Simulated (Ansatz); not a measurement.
One change: `NB(O)[SeH]` becomes `NBO`.

Ansatz, PBE0-D4/def2-TZVP geometries, multiplicity 1. Each molecule was computed in one conformer, which needn't be the lowest.

Scalar relativity is left out up to krypton.

| property | `NB(O)[SeH]` |
| --- | --- |
| LUMO energy (B3LYP/def2-TZVPP) / eV | -0.16 |
| zero-point energy (PBE0-D4/def2-TZVP) / kJ/mol | 142.0 |
| LUMO energy (ωB97M-V/def2-TZVPP) / eV | 1.65 |
| size of the dipole moment (ωB97M-V/def2-TZVPP) / D | 3.81 |
| size of the dipole moment (B3LYP/def2-TZVPP) / D | 3.75 |
| LUMO energy (PBE/def2-TZVPP) / eV | -0.66 |

Problem. What does the change do to each property? (An estimate is asked.)

Solution. The calculation gave: 
```json
{"property": "LUMO energy (B3LYP/def2-TZVPP) / eV", "`NBO`": "0.76", "shift": "0.92"}
{"property": "zero-point energy (PBE0-D4/def2-TZVP) / kJ/mol", "`NBO`": "144.0", "shift": "2.0"}
{"property": "LUMO energy (ωB97M-V/def2-TZVPP) / eV", "`NBO`": "2.44", "shift": "0.79"}
{"property": "size of the dipole moment (ωB97M-V/def2-TZVPP) / D", "`NBO`": "0.61", "shift": "-3.20"}
{"property": "size of the dipole moment (B3LYP/def2-TZVPP) / D", "`NBO`": "0.63", "shift": "-3.12"}
{"property": "LUMO energy (PBE/def2-TZVPP) / eV", "`NBO`": "0.31", "shift": "0.97"}
```

With PBE0 the HOMO falls by 1.10 eV and the LUMO rises by 0.95 eV, so the gap widens by about 2.05 eV. PBE moves the HOMO by -0.82 eV and ωB97M-V by -1.34 eV. The zero-point energy changes by 2.0 kJ/mol with -3 modes. Dipoles are sizes alone; their direction can turn.

B3LYP here is the variant with VWN-RPA as its local correlation; programs differ in this.

Spin–orbit coupling is left out; it splits and shifts lone-pair levels of the heavy atoms by tenths of an eV.
